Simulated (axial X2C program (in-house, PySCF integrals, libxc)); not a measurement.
# Outer orbitals of SbCl⁻ at 2.500 Å, HF

All values were computed with an in-house all-electron X2C program for linear molecules (integrals from PySCF). Spin-free means the one-electron spin-free X2C Hamiltonian; two-component (2c) means X2C with spin–orbit coupling and atomic mean-field two-electron Coulomb and Gaunt terms, so the difference of the two also holds small scalar two-electron terms. Basis: Sb dyall-acv3z [12s13p9d5f1g], Cl dyall-av3z [9s8p3d2f] (cores contracted in-house); Gaussian nuclei, density fitting, unrestricted open shells. Masses: Sb 120.904 u, Cl 34.969 u.

The distance is close to the 2c PBE0 minimum; the highest filled and lowest empty levels are listed.

Spin-free orbitals, state M_S = 1/2, Λ = 1 (beyond evenly filled blocks: π+α, π+β, π-α) (Löwdin shares):

| symmetry | occupied | ε (eV) | atomic character |
| --- | --- | --- | --- |
| σα | yes | -23.60 | 82% Cl s, 6% Sb d, 6% Sb p |
| σβ | yes | -23.51 | 82% Cl s, 6% Sb d, 6% Sb p |
| σα | yes | -13.10 | 69% Sb s, 23% Cl p, 4% Cl d |
| σβ | yes | -11.43 | 60% Sb s, 33% Cl p, 3% Cl d |
| π+α | yes | -7.31 | 88% Cl p, 6% Sb p, 3% Sb f |
| π-α | yes | -7.31 | 88% Cl p, 6% Sb p, 3% Sb f |
| π+β | yes | -7.21 | 90% Cl p, 4% Sb p, 3% Sb f |
| σα | yes | -7.05 | 63% Cl p, 20% Sb p, 12% Sb s |
| π-β | yes | -6.99 | 91% Cl p, 4% Sb f, 3% Sb d |
| σβ | yes | -6.68 | 53% Cl p, 21% Sb s, 21% Sb p |
| π-α | yes | -2.60 | 86% Sb p, 6% Cl p, 4% Cl d |
| π+α | yes | -2.60 | 86% Sb p, 6% Cl p, 4% Cl d |
| π+β | yes | -1.26 | 88% Sb p, 4% Cl d, 4% Cl p |
| σα | no | 3.94 | 90% Sb p, 6% Sb s |
| σβ | no | 3.96 | 91% Sb p, 5% Sb s |
| π-β | no | 3.98 | 96% Sb p |
| π-α | no | 4.27 | 99% Sb p |
| π+α | no | 4.27 | 99% Sb p |

Spinors with spin–orbit coupling (state Ω = 3/2):

| ω | occupied | ε (eV) | atomic character | λ mixture |
| --- | --- | --- | --- | --- |
| 1/2 | yes | -23.51 | 82% Cl s, 6% Sb d, 6% Sb p | 100% σ |
| -1/2 | yes | -23.31 | 82% Cl s, 6% Sb d, 6% Sb p | 100% σ |
| 1/2 | yes | -13.11 | 70% Sb s, 22% Cl p, 4% Cl d | 100% σ |
| -1/2 | yes | -11.26 | 61% Sb s, 32% Cl p, 3% Cl d | 100% σ |
| -1/2 | yes | -7.24 | 88% Cl p, 6% Sb p, 3% Sb f | 100% π |
| 1/2 | yes | -7.22 | 73% Cl p, 15% Sb p, 7% Sb s | 55% σ, 45% π |
| 3/2 | yes | -7.14 | 88% Cl p, 6% Sb p, 3% Sb f | 100% π |
| 1/2 | yes | -6.96 | 79% Cl p, 10% Sb p, 5% Sb s | 55% π, 45% σ |
| -3/2 | yes | -6.78 | 90% Cl p, 4% Sb f, 4% Sb d | 100% π |
| -1/2 | yes | -6.48 | 53% Cl p, 21% Sb p, 21% Sb s | 100% σ |
| -1/2 | yes | -2.84 | 86% Sb p, 6% Cl p, 4% Cl d | 100% π |
| 3/2 | yes | -2.38 | 86% Sb p, 6% Cl p, 4% Cl d | 100% π |
| 1/2 | yes | -1.55 | 83% Sb p, 7% Cl p, 4% Cl d | 88% π, 12% σ |
| 1/2 | no | 3.95 | 89% Sb p, 7% Sb s | 94% σ, 6% π |
| -1/2 | no | 3.99 | 91% Sb p, 5% Sb s | 100% σ |
| -3/2 | no | 4.00 | 96% Sb p | 100% π |
| -1/2 | no | 4.24 | 99% Sb p | 100% π |

How does the gap between the highest filled and lowest empty level change from the spin-free to the 2c table?

From 5.20 to 5.50 eV at HF, a change of 0.30 eV.

Mulliken charges and populations of the two-component result (they depend on the basis, above all on diffuse functions):

Sb -0.32 e (s 9.93 p 21.33 d 20.05 f 0.01), Cl -0.68 e (s 6.01 p 11.64 d 0.03). ⟨Lz⟩ = 0.89 ħ and ⟨Sz⟩ = 0.61 ħ (0.60 and 0.01 on the two atoms), which add up to Ω.

The state is a single determinant with fixed occupations, the lowest that a limited PBE0 search found. With several unpaired electrons one determinant need not be a pure state.
